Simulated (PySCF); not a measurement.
A structure optimised at B3LYP-D3(BJ)/def2-SVP, used in a PySCF frequency run:

```
Si
F 1 1.6341
C 1 1.8656 2 108.21
H 3 1.1008 1 110.66 2 -57.53
H 3 1.1023 4 108.00 1 121.42
H 3 1.1026 4 108.60 5 116.87
C 1 1.8656 2 108.24 3 122.27
H 7 1.1007 1 110.67 2 57.67
H 7 1.1023 8 108.01 1 -121.44
H 7 1.1026 8 108.60 9 -116.86
S 1 2.1619 2 103.59 3 -118.88
H 11 1.3542 1 93.37 2 -179.53
```

Q: Write its SMILES and formula.

A: C[Si](C)(F)S, C₂H₇FSSi

Q: What are its rotational constants (standard atomic weights)?

A: 3.3304, 2.1825, 2.1055 GHz
